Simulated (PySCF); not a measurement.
Mg(Me)(OSiH3) (CH₆MgOSi), SMILES [CH3][Mg][O][SiH3].

Coordinates come from a PBE0-D3(BJ)/def2-SVP optimisation. The structure was generated by enumeration; whether it is a known compound was not checked. One conformer was computed; it need not be the lowest.

Calculation: PBE/def2-TZVP (PySCF).

The molecule is in vacuum.

Computed frontier levels, gap, dipole moment and polarisability:
```
Item                                                                                                            Value
---------------------------------------------------------------------------------------------  ----------------------
highest occupied level                                                                                       -6.39 eV
lowest empty level                                                                                           -1.76 eV
orbital gap                                                                                                   4.63 eV
dipole moment                                                                                                  2.15 D
quadrupole, principal values (traceless, Buckingham form, about the centre of nuclear charge)  -10.34, 5.17, 5.17 D·Å
mean static polarisability                                                                      70.3 bohr³ (10.42 Å³)
polarisability, principal values                                                               60.6, 60.6, 89.6 bohr³
```
